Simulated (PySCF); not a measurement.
In(F)2(Et) (C2H5F2In), SMILES [In]([F])([F])[CH2]C.

The structure is a stationary point at PBE0-D3(BJ)/def2-SVP. The structure was generated by enumeration; whether it is a known compound was not checked. The def2 effective core potentials stand for the cores of In; spin–orbit coupling is left out. Other conformers were not sampled.

All values below come from TDA-PBE/def2-SVPD (PySCF).

Vertical excitations. Gas-phase values at a fixed geometry.

Computed excitation energies, oscillator strengths and character:
```csv
state,energy (eV),λ (nm),f,main pairs
S1,5.48,226,0.161,"HOMO→LUMO 70 %, HOMO−3→LUMO 24 %"
S2,5.56,223,0.016,HOMO−1→LUMO 95 %
S3,5.61,221,0.000,HOMO−2→LUMO 100 %
S4,5.63,220,0.014,HOMO→LUMO+1 94 %
S5,5.97,208,0.035,HOMO−4→LUMO 94 %
S6,6.12,202,0.130,"HOMO−3→LUMO 71 %, HOMO→LUMO 16 %"
S7,6.14,202,0.000,HOMO−1→LUMO+1 100 %
S8,6.36,195,0.001,"HOMO−2→LUMO+1 62 %, HOMO−5→LUMO 38 %"
S9,6.56,189,0.003,HOMO−6→LUMO 99 %
S10,6.59,188,0.009,HOMO−3→LUMO+1 98 %
T1,4.35,285,0,HOMO→LUMO 99 %
T2,5.21,238,0,HOMO−1→LUMO 99 %
T3,5.27,235,0,HOMO→LUMO+1 99 %
T4,5.36,231,0,HOMO−2→LUMO 99 %
```
Triplets are in the Tamm–Dancoff approximation.
